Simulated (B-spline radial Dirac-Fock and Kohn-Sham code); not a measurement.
Ne 2s: cross section and angular parameters

System: neutral neon in the configuration 1s2 2s2 2p6; threshold 42.10 eV (orbital energy of the model). Calculated with a radial finite-basis atomic code, using Dirac-Hartree-Slater photoionisation with a Latter tail; cross sections with all multipoles, angular parameters from the dipole term and its interference with E2.

Input of the calculation (task.json; shells as n, l, electrons):

```json
{"items": [{
  "Z": 10,
  "q": 0,
  "cfg": [[1, 0, 2], [2, 0, 2], [2, 1, 6]],
  "A": 20,
  "rrms": 3.0055,
  "do": "xps",
  "hv": [60.3, 85.0, 93.3, 100, 157.0, 200, 212.0, 231.0, 286.0, 300, 400, 465.0, 577.0, 929.0, 968.0, 1080.0, 1486.9, 1920.0, 1960.0, 2120.0, 3780.0, 4000, 4930.0, 5610.0, 6000, 10500.0, 11800.0, 13100.0, 15000],
  "edges": {"K": 870.2}
}]}
```

Run with: `python xray2_run.py task.json out`

For linearly polarised light dσ/dΩ = σ/(4π) [1 + β P₂(cos θ) + (δ + γ cos²θ) sin θ cos φ], with θ from the polarisation vector and φ the angle between the beam and the projection of the electron momentum on the plane normal to the polarisation.

| hν (eV) | σ (kb) | β | γ |
| --- | --- | --- | --- |
| 60.3 | 540 | 2.000 | 0.186 |
| 85 | 580 | 2.000 | 0.102 |
| 93.3 | 562 | 2.000 | 0.074 |
| 100 | 542 | 2.000 | 0.054 |
| 157 | 350 | 2.000 | -0.030 |
| 200 | 250 | 2.000 | -0.034 |
| 212 | 229 | 2.000 | -0.032 |
| 231 | 200 | 2.000 | -0.025 |
| 286 | 140 | 2.000 | 0.002 |
| 300 | 128 | 2.000 | 0.011 |
| 400 | 75.6 | 2.000 | 0.073 |
| 465 | 56.1 | 2.000 | 0.112 |
| 577 | 36.0 | 2.000 | 0.180 |
| 929 | ? | ? | ? |
| 968 | 11.3 | 2.000 | 0.386 |
| 1080 | 8.75 | 2.000 | 0.437 |
| 1486.9 | 4.00 | 2.000 | 0.601 |
| 1920 | 2.08 | 2.000 | 0.750 |
| 1960 | 1.97 | 2.000 | 0.763 |
| 2120 | 1.61 | 2.000 | 0.812 |
| 3780 | 0.336 | 2.000 | 1.228 |
| 4000 | 0.287 | 2.000 | 1.274 |
| 4930 | 0.159 | 2.000 | 1.458 |
| 5610 | 0.110 | 2.000 | 1.581 |
| 6000 | 0.0901 | 2.000 | 1.648 |
| 10500 | 0.0170 | 2.000 | 2.283 |
| 11800 | 0.0119 | 2.000 | 2.435 |
| 13100 | 0.00867 | 2.000 | 2.579 |
| 15000 | 0.00571 | 1.999 | 2.776 |

Question: Give the values at 929 eV.

Answer: σ = 12.5 kb, β = 2.000, γ = 0.367. For an s subshell δ is negligible.
